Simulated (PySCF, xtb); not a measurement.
CH5ClFNSi2, SMILES F[Si@@H]1CN[Si@H]1Cl.

Harmonic wavenumbers (cm⁻¹) from GFN2-xTB (xtb) at its own minimum, in rising order: 89, 103, 121, 185, 210, 385, 425, 477, 507, 529, 596, 643, 674, 709, 753, 809, 867, 1062, 1130, 1164, 1318, 1490, 2162, 2302, 2906, 2952, 3477.

**Question.** What does PBE-D3(BJ)/def2-SVP in PySCF give at its own minimum? (The exact figures need the calculation; the answer reports its results.)

**Answer.** 67, 88, 148, 217, 253, 411, 430, 467, 519, 596, 653, 698, 752, 794, 803, 830, 885, 1034, 1115, 1136, 1285, 1423, 2165, 2171, 2929, 2979, 3493. Paired by order, the mean absolute difference is 37 cm⁻¹ and the zero-point energies are 40.1 and 40.5 kcal/mol.
